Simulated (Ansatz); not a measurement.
C₃H₆ClGa (`C=[CH][Ga]([CH3])[Cl]`) at its PBE0-D4/def2-TZVP geometry, where that method's forces vanish. Total charge 0; spin multiplicity 1.

```xyz
11

C    -1.6434    1.7818   -0.1391
C    -0.7652    0.9468   -0.6908
Ga    0.2365   -0.3230    0.3847
C     1.5743   -1.6700   -0.0686
Cl   -0.2497   -0.1942    2.4967
H    -1.8322    1.7846    0.9312
H    -2.2114    2.4978   -0.7292
H    -0.6173    0.9892   -1.7685
H     1.2205   -2.6550    0.2437
H     1.7901   -1.6924   -1.1374
H     2.4978   -1.4657    0.4773
```

Task: What forces (eV/Å) does PBE-D4/def2-TZVPP give on these atoms in the Gaussian-basis code of Ansatz? (Best estimate.)

Result: The calculation gave: 
```
C1  -0.212  0.203  0.128
C2   0.206 -0.201 -0.103
Ga3  0.041 -0.022 -0.112
C4   0.000  0.000 -0.001
Cl5 -0.055  0.015  0.235
H6  -0.047  0.007  0.226
H7  -0.126  0.157 -0.117
H8   0.056 -0.019 -0.221
H9  -0.067 -0.182  0.062
H10  0.034  0.003 -0.202
H11  0.171  0.039  0.105
```
